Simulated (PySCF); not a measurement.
Isomers of C6H4O, one conformer each. Theory: core-valence-separated Tamm–Dancoff BHandHLYP/aug-pcX-1 (pcseg-1 on H) in PySCF, non-relativistic, gas phase, PBE0-D3(BJ)/def2-SVP geometry. BHandHLYP without relativity tends to put these K edges a few eV too low, so spacings mean more than positions.

P. `C(#C)c1ccco1`
Q. `CC#CC#CC=O`

Main lines, eV (oscillator strength):
1. C K: 282.7 (0.036), 282.9 (0.034), 283.0 (0.064), 283.1 (0.059), 283.4 (0.009); O K: 527.9 (0.050)
2. C K: 283.2 (0.052), 283.4 (0.124), 283.6 (0.084), 283.7 (0.058), 284.2 (0.063); O K: 532.6 (0.031), 535.4 (0.014), 536.1 (0.007), 536.6 (0.013), 536.9 (0.003)
Listed: the first five lines at most of each edge with a tenth or more of its strongest line's intensity; roots within 0.03 eV on the same or equivalent atoms are summed. Only the lowest roots were sought, and the top ones are left out.

Q: Which spectrum belongs to which isomer?

A: 1 = Q, 2 = P.
- P: first C line listed at 283.2 eV, hole on the aromatic CH carbon (1s→π*); first O line listed at 532.6 eV, hole on the furan-type oxygen (1s→π*).
- Q: first C line listed at 282.7 eV, hole on the alkyne carbon (1s→π*); first O line listed at 527.9 eV, hole on the aldehyde oxygen (1s→π*).

Q: What are the ground-state energies of the isomers at BHandHLYP/aug-pcX-1 (pcseg-1 on H), relative to the lowest?

A: P 0.0, Q 101.2 kJ/mol (electronic energies on these geometries, no dispersion or zero-point terms).
